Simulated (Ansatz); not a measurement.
Geometry optimisation, Ansatz 0.2.0, UKS PBE-D4/6-31G*.

Input file:

```yaml
crystal:
  periodic: [false, false, false]
  atoms:
    - { symbol: "N", position_ang: [0.0025, -1.1674, 1.6329] }
    - { symbol: C, position_ang: [0.0602, -0.5661, 0.2788] }
    - { symbol: F, position_ang: [1.0771, -1.1903, -0.3933] }
    - { symbol: O, position_ang: [0.3956, 0.8274, 0.3779] }
    - { symbol: Al, position_ang: [0.203, 1.6304, -1.2991] }
    - { symbol: H, position_ang: [-0.2508, -2.1281, 1.5266] }
    - { symbol: H, position_ang: [-0.8529, -0.6894, 2.087] }
    - { symbol: H, position_ang: [-0.8509, -0.7424, -0.2735] }
    - { symbol: H, position_ang: [-1.196, 2.2308, -1.7441] }
    - { symbol: H, position_ang: [1.4953, 1.7439, -2.1903] }
magnetization:
  spin_polarized: true
basis:
  gaussian: { orbitals: "6-31G*" }
hamiltonian:
  xc: pbe
  dispersion: d4
relax:
  f_tol: 0.02
  max_steps: 50
```

Command:

```bash
$ ansatz run input.yaml --threads 2 --pin off --max-ram 3072MiB --backend cpu --events-out ev --progress --plain --runs-dir out
```

Problem. Where does it end, and by what steps?

Solution. It converged. After 27 steps the energy has fallen by 2.654 eV; F3 moved furthest, 2.15 Å. Parted: C2–F3 (1.37 → 2.77 Å). Joined: F3–Al5 (3.09 → 1.71 Å).

```json
{"step": "0", "energy less start (eV)": "0.0000", "largest force component (eV/Å)": "2.892", "accepted": "yes"}
{"step": "1", "energy less start (eV)": "-0.2789", "largest force component (eV/Å)": "1.469", "accepted": "yes"}
{"step": "2", "energy less start (eV)": "-0.4088", "largest force component (eV/Å)": "0.420", "accepted": "yes"}
{"step": "3", "energy less start (eV)": "-0.4617", "largest force component (eV/Å)": "0.357", "accepted": "yes"}
{"step": "4", "energy less start (eV)": "-0.4971", "largest force component (eV/Å)": "0.402", "accepted": "yes"}
{"step": "5", "energy less start (eV)": "-0.5632", "largest force component (eV/Å)": "0.309", "accepted": "yes"}
{"step": "6", "energy less start (eV)": "-0.6436", "largest force component (eV/Å)": "0.321", "accepted": "yes"}
{"step": "7", "energy less start (eV)": "-0.7498", "largest force component (eV/Å)": "0.414", "accepted": "yes"}
{"step": "8", "energy less start (eV)": "-0.8713", "largest force component (eV/Å)": "0.629", "accepted": "yes"}
{"step": "9", "energy less start (eV)": "-1.1005", "largest force component (eV/Å)": "1.237", "accepted": "yes"}
{"step": "10", "energy less start (eV)": "-1.2731", "largest force component (eV/Å)": "1.501", "accepted": "yes"}
{"step": "11", "energy less start (eV)": "-1.5474", "largest force component (eV/Å)": "1.861", "accepted": "yes"}
{"step": "12", "energy less start (eV)": "-1.7918", "largest force component (eV/Å)": "2.881", "accepted": "yes"}
{"step": "13", "energy less start (eV)": "-2.1126", "largest force component (eV/Å)": "1.513", "accepted": "yes"}
{"step": "14", "energy less start (eV)": "-2.2789", "largest force component (eV/Å)": "1.603", "accepted": "yes"}
{"step": "15", "energy less start (eV)": "-2.3538", "largest force component (eV/Å)": "0.794", "accepted": "yes"}
{"step": "16", "energy less start (eV)": "-2.3850", "largest force component (eV/Å)": "0.688", "accepted": "yes"}
{"step": "17", "energy less start (eV)": "-2.4167", "largest force component (eV/Å)": "0.393", "accepted": "yes"}
{"step": "18", "energy less start (eV)": "-2.4501", "largest force component (eV/Å)": "0.402", "accepted": "yes"}
{"step": "19", "energy less start (eV)": "-2.4962", "largest force component (eV/Å)": "0.571", "accepted": "yes"}
{"step": "20", "energy less start (eV)": "-2.5420", "largest force component (eV/Å)": "0.738", "accepted": "yes"}
{"step": "21", "energy less start (eV)": "-2.5876", "largest force component (eV/Å)": "0.441", "accepted": "yes"}
{"step": "22", "energy less start (eV)": "-2.6365", "largest force component (eV/Å)": "0.246", "accepted": "yes"}
{"step": "23", "energy less start (eV)": "-2.6484", "largest force component (eV/Å)": "0.360", "accepted": "yes"}
{"step": "24", "energy less start (eV)": "-2.6532", "largest force component (eV/Å)": "0.093", "accepted": "yes"}
{"step": "25", "energy less start (eV)": "-2.6541", "largest force component (eV/Å)": "0.030", "accepted": "yes"}
{"step": "26", "energy less start (eV)": "-2.6543", "largest force component (eV/Å)": "0.038", "accepted": "yes"}
{"step": "27", "energy less start (eV)": "-2.6543", "largest force component (eV/Å)": "0.005", "accepted": "yes"}
```

```xyz
10
Properties=species:S:1:pos:R:3
N -0.301 -1.006 1.841
C -0.128 -0.569 0.588
F 0.128 -0.441 -2.170
O 0.081 0.643 0.327
Al 0.320 1.152 -1.576
H -0.469 -1.990 2.035
H -0.265 -0.348 2.619
H -0.175 -1.317 -0.223
H -0.937 2.123 -1.837
H 1.832 1.702 -1.602
```

The run took 2.3 min on 2 threads of Intel(R) Xeon(R) Platinum 8259CL CPU @ 2.50GHz (Skylake/Cascade Lake) (shared host), peak memory 0.23 GiB.
